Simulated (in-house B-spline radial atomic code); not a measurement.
A fraction x of an electron is removed from 5p in Eu⁺, starting from [Xe] 4f7 6s1 and keeping the highest spin. All numbers are computed (scalar-relativistic (X2C) OLYP, spin-polarised, spherical fractional occupations; Fermi nucleus of rms radius 5.1115 fm) with a radial B-spline atomic code at the basis-set limit, not measured.

| x | E(x) - E(0) (eV) | 5p down level (eV) |
| --- | --- | --- |
| 0 | 0.0000 | -28.261 |
| 0.03 | 0.8526 | -28.579 |
| 0.25 | ? | ? |
| 0.29 | 8.6443 | -31.369 |
| 0.42 | 12.8144 | -32.789 |
| 0.5 | 15.4727 | -33.670 |
| 0.56 | 17.5128 | -34.334 |
| 0.72 | ? | ? |
| 0.86 | 28.3155 | -37.694 |
| 0.92 | 30.5975 | -38.374 |
| 1 | 33.7038 | -39.283 |

Problem. What belongs in the row x = 0.25?

Solution. An energy change of 7.3982 eV; 5p down at -30.935 eV.

Problem. What belongs in the row x = 0.72?

Solution. An energy change of 23.1488 eV; 5p down at -36.118 eV.

Problem. Check Janak's theorem between x = 0.29 and 0.42.

Solution. The slope of the energy is 32.08 eV; the orbital levels give 32.08 eV (-ε of the emptying orbital, averaged over the two points).
